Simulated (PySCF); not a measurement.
BrGaH2O2.

```xyz
6

Ga    -0.0022     0.7532     0.0000
Br    -0.0138    -1.5320     0.0000
O     -1.5510     1.6219     0.0000
H     -1.4356     2.5824     0.0000
O      1.5103     1.6949     0.0000
H      2.3110     1.1536     0.0000
```

Geometry: B3LYP-D3(BJ)/def2-SVP. One conformer was computed; it need not be the lowest.

Method: HF/pcSseg-1 (PySCF). Non-relativistic, no solvent.

Give the absolute GIAO shielding of each atom: isotropic value and principal components (ppm). (Estimate from the structure and the level; the computed values follow.)


| atom | σ(iso) | σ11 | σ22 | σ33 | span |
|---|---|---|---|---|---|
| Ga1 | 1627.7 | 1384.7 | 1733.1 | 1765.4 | 380.7 |
| Br2 | 2909.5 | 2769.0 | 2908.1 | 3051.5 | 282.4 |
| O3 | 319.3 | 285.0 | 329.1 | 343.8 | 58.7 |
| H4 | 29.7 | 19.8 | 23.6 | 45.8 | 26.0 |
| O5 | 304.0 | 265.4 | 311.9 | 334.6 | 69.2 |
| H6 | 29.7 | 20.0 | 25.2 | 43.7 | 23.7 |
